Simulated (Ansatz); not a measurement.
Setting up CH6FNSn (SMILES [CH3][SnH]([NH2])[F]) in Ansatz

CH6FNSn has 10 atoms, charge 0, and is taken as a singlet. As SMILES, `[CH3][SnH]([NH2])[F]`. Geometry: relaxed at PBE0-D4/def2-TZVP. This is one conformer, not always the lowest.

| atom | x (Å) | y (Å) | z (Å) |
| --- | --- | --- | --- |
| C | -1.0233 | 1.1869 | 0.3056 |
| Sn | -0.0126 | -0.4241 | -0.6328 |
| N | 1.5222 | -1.0852 | 0.4658 |
| F | -1.3086 | -1.8554 | -0.5934 |
| H | -1.1915 | 0.9354 | 1.3529 |
| H | -0.4324 | 2.1007 | 0.2428 |
| H | -1.9853 | 1.3425 | -0.1813 |
| H | 0.4133 | -0.3293 | -2.2803 |
| H | 1.7197 | -0.6107 | 1.3332 |
| H | 2.3816 | -1.3120 | -0.0097 |

Settings wanted:

```yaml
basis_set: def2-SVP
core_potential: def2-SVP
task: energy
method: CCSD(T)
dispersion: none
reference: RHF
accuracy: high
frozen_core_orbitals: 7
start_density: atoms
```

Question: Give an Ansatz 0.2.0 job that does this.

Answer: This one ran through:

run.yaml:
```yaml
crystal:
  periodic: [false, false, false]
  atoms:
    - {symbol: C, position_ang: [-1.023300, 1.186900, 0.305600]}
    - {symbol: Sn, position_ang: [-0.012600, -0.424100, -0.632800]}
    - {symbol: N, position_ang: [1.522200, -1.085200, 0.465800]}
    - {symbol: F, position_ang: [-1.308600, -1.855400, -0.593400]}
    - {symbol: H, position_ang: [-1.191500, 0.935400, 1.352900]}
    - {symbol: H, position_ang: [-0.432400, 2.100700, 0.242800]}
    - {symbol: H, position_ang: [-1.985300, 1.342500, -0.181300]}
    - {symbol: H, position_ang: [0.413300, -0.329300, -2.280300]}
    - {symbol: H, position_ang: [1.719700, -0.610700, 1.333200]}
    - {symbol: H, position_ang: [2.381600, -1.312000, -0.009700]}
basis:
  gaussian:
    orbitals: def2-SVP
correlation:
  method: ccsd_t
  frozen_orbitals: {C: 1, F: 1, H: 0, "N": 1, Sn: 4}
accuracy: high
scf:
  omitted_lower_state_checks: [cluster_reference, increment]
```

```bash
$ ansatz run run.yaml --threads 1 --pin off --max-ram 3480MiB --events-out events.jsonl --progress --plain --runs-dir runs
```

Calculated total energy: -409.13793 Eh.
